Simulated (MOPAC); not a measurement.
Input file for MOPAC: PM3 on AlS+, 2S+1 = 3, a spin state set in the input, which need not be the lowest, a point of a bond scan (R = 2.186 Å). Charge +1.

```
PM3 1SCF PRECISE CHARGE=1 UHF MS=1 THREADS=1
AlS

Al     0.00000000 1     0.00000000 1     0.00000000 1
S      0.00000000 1     0.00000000 1     2.18635800 1
```

Output:

```
*******************************************************************************
 **                                                                           **
 **                              MOPAC v23.2.5                                **
 **                                                                           **
 *******************************************************************************
 ** MOPAC's Digital Object Identifier: https://doi.org/10.5281/zenodo.6511958 **
 **                                                                           **
 ** Please cite the open-source release paper for use of this MOPAC version:  **
 ** J. E. Moussa and J. J. P. Stewart (2026)                                  **
 ** MOPAC: An open-source semiempirical molecular orbital program             **
 ** J. Open Source Softw., 11(119), 8025, https://doi.org/10.21105/joss.08025 **
 *******************************************************************************

                              PM3 CALCULATION RESULTS

 *******************************************************************************
 *  PM3        - The PM3 Hamiltonian to be used
 *  UHF        - UNRESTRICTED HARTREE-FOCK CALCULATION
 *
 *
 *
 *                 CHARGE ON SYSTEM = +1
 *
 *
 *
 *  MS=        - IN MECI, MAGNETIC COMPONENT OF SPIN =  1.0
 *  PRECISE    - TIGHTER CRITERIA TO BE USED
 *  1SCF       - DO 1 SCF AND THEN STOP
 *  THREADS=1  - MULTI-THREADING NOT USED
 *  T=         - A TIME OF 172800.0 SECONDS REQUESTED
 *  DUMP=N     - RESTART FILE WRITTEN EVERY 7200.0 SECONDS REQUESTED
 *******************************************************************************
PM3 1SCF PRECISE CHARGE=1 UHF MS=1 THREADS=1
 AlS

   ATOM   CHEMICAL          X               Y               Z
  NUMBER   SYMBOL      (ANGSTROMS)     (ANGSTROMS)     (ANGSTROMS)

     1      Al          0.00000000  *   0.00000000  *   0.00000000  *
     2       S          0.00000000  *   0.00000000  *   2.18635800  *



          CARTESIAN COORDINATES

    NO.       ATOM           X           Y           Z

     1        Al          0.0000      0.0000      0.0000
     2         S          0.0000      0.0000      2.1864

 Al: (PM3): J. J. P. STEWART, J. COMP. CHEM. 10, 209 (1989).
  S: (PM3): J. J. P. STEWART, J. COMP. CHEM. 10, 209 (1989).

           Empirical Formula: Al S  =     2 atoms



      MOLECULAR POINT GROUP   :   C*v


          UHF CALCULATION, NO. OF ALPHA ELECTRONS =    5
                           NO. OF BETA  ELECTRONS =    3

 -------------------------------------------------------------------------------
 PM3 1SCF PRECISE CHARGE=1 UHF MS=1 THREADS=1
 AlS



     1SCF WAS SPECIFIED, SO BFGS WAS NOT USED
     SCF FIELD WAS ACHIEVED


                              PM3 CALCULATION
                                                       MOPAC v23.2.5 Linux




          FINAL HEAT OF FORMATION =        212.95223 KCAL/MOL =     890.99211 KJ/MOL


          COSMO AREA              =         96.89 SQUARE ANGSTROMS
          COSMO VOLUME            =         84.37 CUBIC ANGSTROMS

          IONIZATION POTENTIAL    =         13.997167 EV
          ALPHA SOMO LUMO (EV)    =        -15.894 -4.249
          BETA  SOMO LUMO (EV)    =        -13.997 -7.299
          NO. OF ALPHA ELECTRONS  =          5
          NO. OF BETA  ELECTRONS  =          3
          MOLECULAR WEIGHT        =         59.0415         POINT GROUP:  C*v

          MOLECULAR DIMENSIONS (Angstroms)

            Atom       Atom       Distance
            S     2   Al     1     2.18636
            S     2   Al     1     0.00000
           Al     1    S     2     0.00000


          SCF CALCULATIONS        =          1





   ATOM   CHEMICAL          X               Y               Z
  NUMBER   SYMBOL      (ANGSTROMS)     (ANGSTROMS)     (ANGSTROMS)

     1      Al          0.00000000  *   0.00000000  *   0.00000000  *
     2       S          0.00000000  *   0.00000000  *   2.18635800  *

                             CARTESIAN COORDINATES

   1   Al        0.000000000     0.000000000     0.000000000
   2    S        0.000000000     0.000000000     2.186358000


           Empirical Formula: Al S  =     2 atoms



      MOLECULAR POINT GROUP   :   C*v


          ALPHA EIGENVALUES
 -31.05995 -19.63811 -17.79124 -17.17616 -15.89366  -4.24945  -4.17363  -3.24812


           BETA EIGENVALUES
 -24.65707 -18.20703 -13.99717  -7.29950  -7.00092  -3.80067  -3.59435  -2.71949


              NET ATOMIC CHARGES AND DIPOLE CONTRIBUTIONS

  ATOM NO.   TYPE          CHARGE      No. of ELECS.   s-Pop       p-Pop
    1         Al           0.909767        2.0902     1.68712     0.40312
    2          S           0.090233        5.9098     1.96516     3.94460
 DIPOLE           X         Y         Z       TOTAL
 POINT-CHG.     0.000     0.000    -4.755     4.755
 HYBRID        -0.000    -0.000     0.031     0.031
 SUM           -0.000    -0.000    -4.724     4.724


          ATOMIC ORBITAL ELECTRON POPULATIONS

     Atom    s        px        py        pz
    1 Al   1.68712   0.07090   0.01739   0.31483
    2  S   1.96516   1.92910   0.98261   1.03289


                    (SZ)    =    1.000000
                    (S**2)  =    2.316821


          ATOMIC ORBITAL SPIN POPULATIONS

    Atom   Total    s     px     py     pz
         Atomic
    1 Al  0.1274  0.086 -0.016  0.017  0.040
    2  S  1.8726  0.001  0.016  0.983  0.873

 **********************
 *                    *
 * JOB ENDED NORMALLY *
 *                    *
 **********************




 == MOPAC DONE ==
```

The run finished. Its determinant has ⟨S²⟩ = 2.32, a mixture of spin states.

Cost: around 0.020 core-seconds (rough).
